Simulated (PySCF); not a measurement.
A structure optimised at PBE0-D3(BJ)/def2-SVP, used in a PySCF frequency run:

```
C
C 1 1.3389
H 2 1.0955 1 121.23
H 2 1.0958 3 116.52 1 179.91
H 1 1.0982 2 118.62 3 179.79
Si 1 1.8549 5 119.39 2 -179.60
F 6 1.6282 1 105.45 5 179.26
O 6 1.6514 7 110.14 3 122.02
H 8 0.9620 6 116.76 7 -71.85
H 6 1.4797 7 108.14 3 -123.08
```

**Question.** Write its SMILES and formula.

**Answer.** C=C[SiH](O)F, C₂H₅FOSi

**Question.** What are its rotational constants (standard atomic weights)?

**Answer.** 6.1106, 3.0699, 2.3410 GHz
